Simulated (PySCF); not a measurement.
Electron correlation in Cl¹⁵⁺ (chlorine, charge +15)

Starting occupation: 1s2. Calculation: PySCF 2.14, in an uncontracted even-tempered set (17 s from 1.2 bohr⁻², ratio 2.6; 10 p from 1.5 bohr⁻², ratio 2.6; 6 d from 1.6 bohr⁻², ratio 2.8; 3 f from 75 bohr⁻², ratio 2.8); X2C-1e with screened-nucleus spin-orbit coupling, Gaussian nucleus. Frozen: nothing; 2 electrons correlated; the 30 highest virtual spinors left out.

Total MP2 correlation energy: -45.20 mhartree.

With two correlated electrons CCSD is exact within the correlated space (frozen core and kept virtual orbitals).

The virtual space was cut to 52 spinors, which keep -42.85 of the -45.20 mhartree of MP2 correlation.

```csv
level,correlation energy (mhartree)
CCSD,-43.70
```

Diagnostics: T1 = 7.9e-06, largest double amplitude 0.004.

Cost of the coupled-cluster step: about 4 core-seconds, for 2 occupied and 52 virtual spinors.

The coupled-cluster values are those of the cut space; adding the MP2 remainder, -2.35 mhartree, estimates the full space.
